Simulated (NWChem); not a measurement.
# BeSiH₃OF; SMILES [SiH3][O][Be][F]

```xyz
7

Be     0.0000     0.0000    -1.3852
F      0.0000     0.0000    -2.7802
O      0.0000     0.0000     0.0302
Si     0.0000     0.0000     1.6931
H     -0.8785    -1.1084     2.2059
H     -0.5207     1.3150     2.2059
H      1.3992    -0.2066     2.2059
```
Atoms are numbered in this order, from 1.

Results from NWChem. Coordinates come from a PBE-D3(BJ)/def2-SVP optimisation. Total energies compare along this basis series because the functional is fixed.

```tsv
level	basis functions	energy (Ha)	highest occupied level (eV)	orbital gap (eV)	dipole (D)
B3LYP/pcseg-1	70	-481.2678	-8.80	8.18	1.43
B3LYP/aug-pcseg-1	113	-481.2792	-8.86	7.84	1.29
B3LYP/pcseg-2	151	-481.4318	-8.84	7.94	1.30
B3LYP/STO-3G	27	-475.2365	___	___	___
B3LYP/def2-SVP	70	-481.0713	-8.72	8.07	1.31
```

### Question
Complete the blanks.

### Answer

- B3LYP/STO-3G, highest occupied level (eV): -4.96
- B3LYP/STO-3G, orbital gap (eV): 9.37
- B3LYP/STO-3G, dipole (D): 1.48
